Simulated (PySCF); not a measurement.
PySCF job for AlClGeH4, SMILES [Cl][AlH][GeH3], C-PCM-PBE0/def2-SVP. Geometry: PBE0-D3(BJ)/def2-SVP.

```python
import numpy as np
from pyscf import gto, scf, dft
from pyscf.solvent import pcm

mol = gto.M(
    atom='''
    Al   -0.85857891    0.78851650    0.00000000
    Cl    0.46455870    2.43561066   -0.00000000
    Ge    0.14146860   -1.46478487    0.00000000
    H    -0.92695616   -2.57655848    0.00000000
    H     1.03354807   -1.67222664   -1.24104577
    H     1.03354807   -1.67222664    1.24104576
    H    -2.40310722    1.13803186   -0.00000001
    ''',
    basis='def2-SVP',
    charge=0,
    spin=0,
    max_memory=1600,
    verbose=3,
)
mf = dft.RKS(mol, xc='pbe0').density_fit(auxbasis='def2-universal-jkfit')
mf.grids.level = 3
mf.conv_tol = 1e-9
mf.max_cycle = 100
mf.kernel()
res = {}
for name, eps in {'water': 78.355, 'toluene': 2.3741, 'ethanol': 24.852}.items():
    s = mf.PCM()
    s.with_solvent.method, s.with_solvent.eps, s.with_solvent.lebedev_order = 'C-PCM', eps, 29
    s.kernel(mf.make_rdm1())
    res[name] = (s.e_tot, eps, s.dip_moment(), s.mo_energy, s.converged)
    print(f'{name}: electrostatic solvation free energy {(s.e_tot - mf.e_tot) * 627.509474:.3f} kcal/mol')
```

Output:

```
converged SCF energy = -2781.08114280277

WARN: PCM is an experimental feature. It is still in testing.
Features and APIs may be changed in the future.

converged SCF energy = -2781.08884341268
Dipole moment(X, Y, Z, Debye): -1.09793, -1.05301,  0.00000
water: electrostatic solvation free energy -4.832 kcal/mol

WARN: PCM is an experimental feature. It is still in testing.
Features and APIs may be changed in the future.

converged SCF energy = -2781.08538999405
Dipole moment(X, Y, Z, Debye): -0.91919, -0.98252,  0.00000
toluene: electrostatic solvation free energy -2.665 kcal/mol

WARN: PCM is an experimental feature. It is still in testing.
Features and APIs may be changed in the future.

converged SCF energy = -2781.08859716492
Dipole moment(X, Y, Z, Debye): -1.08435, -1.04822,  0.00000
ethanol: electrostatic solvation free energy -4.678 kcal/mol
```

The run converged.
